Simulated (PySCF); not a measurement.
CH₅AlS₂, SMILES [SH][Al]([SH])[CH3]. Atoms are numbered in the order given.

```xyz
9

Al     0.3601    -0.0655    -0.0246
C      2.2565    -0.4582    -0.1608
H      2.4105    -1.5373    -0.3294
H      2.7952    -0.1905     0.7617
H      2.7251     0.0760    -1.0021
S     -0.6294    -0.1848     1.9285
H     -1.8666     0.1232     1.4828
S     -0.7656     0.4680    -1.8290
H     -1.9634     0.5979    -1.2188
```
Charge 0, spin multiplicity 1.

Coordinates come from a PBE0-D3(BJ)/def2-SVP optimisation. One conformer was computed; it need not be the lowest.

These are HF/pcSseg-1 in PySCF values and carry that method's errors.

GIAO shieldings, no solvent; atoms alike by connectivity are averaged. δ = σ(ref) − σ: ¹³C against TMS (σ = 192.6 ppm); ¹H against TMS (σ = 31.99 ppm); ³³S against H2S (σ = 725.2 ppm), references at their B3LYP-D3(BJ)/def2-TZVP geometries, non-relativistic.

Computed chemical shifts:
| nucleus | atoms | count | δ (ppm) |
|---|---|---|---|
| ¹³C | C2 | 1 | -8.6 |
| ¹H | H7, H9 | 2 | 0.89 |
| ¹H | H3, H4, H5 | 3 | 0.21 |
| ³³S | S6, S8 | 2 | -12.6 |
